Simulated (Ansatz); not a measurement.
`C[O][SnH]([NH2])[F]` + HCl → `C[O][SnH]([F])[Cl]` + NH₃ at 298.15 K and 1 bar (ligand exchange at the Sn–N bond).

Calculated with Ansatz (gas phase, PBE0-D4/def2-TZVP geometries, no zero-point term in ΔE). CBS: MP2 limit from def2 TZ/QZ plus the TZ coupled-cluster correction, frozen cores. This one scheme is used for every species. Elements past krypton have def2 core potentials. For Sn outer-core shells are correlated without core-valence functions, which leaves a few kJ/mol of doubt a bond. Each species was taken in one conformer, which may not be the lowest.

```
              species  CCSD(T)/CBS energy (Eh)  H − E (kJ/mol)  S (J/(mol·K))
`C[O][SnH]([NH2])[F]`               -485.40098           223.6          393.6
                  HCl               -460.38127            26.6          186.8
 `C[O][SnH]([F])[Cl]`               -889.30712           159.2          382.9
                  NH₃                -56.50880           100.5          192.4
```

H − E and S are ideal-gas, rigid-rotor, harmonic terms from PBE0-D4/def2-TZVP, for one conformer and one mirror image of each species. 1 Eh = 2625.50 kJ/mol, R = 8.31446 J/(mol·K).

**Question.** By hand: ΔE, ΔH, ΔS and ΔG.

**Answer.** ΔE = (-889.30712) + (-56.50880) − (-485.40098) − (-460.38127) = -0.03367 Eh = -88.4 kJ/mol. Δ(H − E) = 159.2 + 100.5 − 223.6 − 26.6 = 9.5, so ΔH = -78.9 kJ/mol. ΔS = 382.9 + 192.4 − 393.6 − 186.8 = -5.1 J/(mol·K). ΔG = -78.9 − 298.15 × (-5.1)/1000 = -77.4 kJ/mol.

**Question.** By hand: the equilibrium constant, and the temperature at which ΔG would vanish if ΔH and ΔS stayed fixed.

**Answer.** log₁₀ K = −ΔG/(RT ln 10) = 13.6. ΔG = 0 at ΔH/ΔS = 15471 K, far beyond where these terms or the molecules hold.

The number of gas molecules stays the same, so ΔS is small and ΔH decides. A doubt of 5 kJ/mol in ΔE shifts log₁₀ K by 0.9 here. Other conformers and mirror images would add mixing entropy, several J/(mol·K) or more a flexible species. Modes under 60 cm⁻¹, often nearly free rotors, make the harmonic entropy too high. These are equilibria of isolated gas molecules and say nothing of rates. Largest T1 diagnostic: 0.014 (customary marks: 0.02 for closed shells, 0.045 for open ones).
